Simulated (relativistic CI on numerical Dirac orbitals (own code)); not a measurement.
## Sensitivity of the levels of Bi27+ to α and to the nuclear radius

Computed by Dirac-Coulomb-Breit CI, KLI orbitals optimised for each configuration, derivatives by finite differences, unscaled Slater integrals, QED left out (own radial code, finite nucleus).

CI space (outside the closed core [Ar] 3d10 4p6 4d10): 4s²4f¹⁰, 4s²4f⁹5s, 4s²4f⁸5s², 4s4f¹¹, 4f¹². Levels of other configurations are missing.

With x = (α/α₀)² − 1 an excitation energy changes as ω = ω₀ + qx; K = 2q/ω₀ is the relative enhancement. Terms are leading LS components, so labels can repeat. The field-shift factor is F = δν/δ⟨r²⟩ for the transition from the lowest level.

Lowest level 4s²4f¹⁰ ⁵I8.

| Level | ω₀ (cm⁻¹) | q (cm⁻¹) | K | F (GHz/fm²) |
| --- | --- | --- | --- | --- |
| 4s²4f¹⁰ ⁵I7 | 39705.0 | 42850 | 2.16 | 2.98 |
| 4s²4f¹⁰ ³G5 | 41180.1 | -1086 | -0.0527 | 0.519 |
| 4s²4f¹⁰ ³D2 | 49959.3 | -4224 | -0.169 | 0.454 |
| 4s²4f¹⁰ ⁵I6 | 50066.4 | 24580 | 0.982 | 2.12 |
| 4s²4f¹⁰ ⁵F4 | 66860.1 | 15150 | 0.453 | 1.83 |
| 4s²4f¹⁰ ³K8 | 69552.0 | 32770 | 0.942 | 2.88 |
| 4s²4f¹⁰ ⁵I4 | 71036.3 | 27130 | 0.764 | 2.55 |
| 4s²4f¹⁰ ⁵I5 | 71239.8 | 52030 | 1.46 | 3.95 |
| 4s²4f¹⁰ ⁵G6 | 79892.9 | 40400 | 1.01 | 3.45 |
| 4s²4f¹⁰ ⁵S2 | 82379.8 | 36240 | 0.88 | 3.22 |
| 4s²4f¹⁰ ³G4 | 84578.5 | 24830 | 0.587 | 2.61 |
| 4s²4f¹⁰ ⁵F3 | 86657.8 | 44140 | 1.02 | 3.73 |
| 4s²4f¹⁰ ³D1 | 89404.8 | 41830 | 0.936 | 3.63 |

At this charge energies of transitions that change n are usually good to better than 1 %, and those within a shell (Δn = 0) to a few per cent. Terms inside the open d or f shell come out 10 to 20 % too wide with unscaled integrals.
